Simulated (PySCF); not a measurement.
H₁₀OSi₄.
Cartesian coordinates in Å at the GFN2-xTB level; atoms count from 1:
```xyz
15
H10OSi4 angstrom
Si    -3.2136   -0.4200    0.1304
O     -1.9742    0.4755   -0.3882
Si    -0.5067    0.9803   -0.8693
Si     1.0603   -0.6274   -0.3222
Si     3.2277    0.1311   -0.0343
H     -3.1518   -0.4210    1.5913
H     -3.0453   -1.7661   -0.4157
H     -4.4129    0.2383   -0.3802
H     -0.3413    2.2665   -0.1819
H     -0.6656    1.2429   -2.3039
H      1.0771   -1.6963   -1.3424
H      0.6541   -1.3658    0.8913
H      4.0127   -0.6735    0.9041
H      3.9958    0.1382   -1.2824
H      3.2793    1.5054    0.4759
```

The closed-shell ground state was solved at several levels (PySCF, density fitting, gas phase, non-relativistic).

| level | basis functions | HOMO (eV) | LUMO (eV) | gap (eV) | dipole (D) |
| --- | --- | --- | --- | --- | --- |
| PBE0/pcSseg-1 | 163 | -7.95 | -0.80 | 7.15 | 0.33 |
| CAM-B3LYP/def2-SVPD | 199 | -9.17 | 0.14 | 9.31 | 0.29 |

(1) What might PBE0/def2-SVPD (199 basis functions) give for the same quantities?

(2) Over all these levels, which gives the widest orbital gap and which the narrowest?

(3) How far do the dipole and the HOMO energy spread over the levels?

Results:

(1) HOMO -7.91 eV, LUMO -0.88 eV, gap 7.03 eV, dipole 0.28 D.

(2) CAM-B3LYP/def2-SVPD (range-separated hybrid) has the widest, 9.31 eV, and PBE0/def2-SVPD (global hybrid, 25 % exact exchange) the narrowest, 7.03 eV. The two share the basis. From the narrowest to the widest the HOMO moves by -1.26 eV and the LUMO by +1.02 eV.

(3) The dipole runs from 0.28 to 0.33 D (mean 0.30 D) and the HOMO from -9.17 to -7.91 eV.

One conformer stands for the species.
